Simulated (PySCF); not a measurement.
Ligands exchanged one at a time, Al H-I. Isolated molecules, 0 K electronic values unless said otherwise. Strings in code marks are SMILES.

Computed with TPSSh-D3(BJ)/def2-TZVP // B3LYP-D3(BJ)/def2-TZVP run with PySCF 2.14.0. All candidates: neutral, multiplicity 1. Delta-SCF ions had no search for a lower state. Excitations are Tamm–Dancoff values on a coarser integration grid. The basis has no diffuse functions, so Rydberg states are missing or too high.

```
Property                                 Result
--------------------------------------  -------
vertical ionisation energy (Delta-SCF)  9.50 eV
dipole moment                            0.55 D
S1 excitation (TDA)                     4.49 eV
```

Problem. Name which member has these values.
A) `[I][AlH][I]`
B) `[AlH2][I]`
C) `[I][Al]([I])[I]`

Solution. A, `[I][AlH][I]`. The others give `[I][Al]([I])[I]`: 9.19 eV, 0.00 D, 4.45 eV; `[AlH2][I]`: 9.77 eV, 0.99 D, 4.41 eV
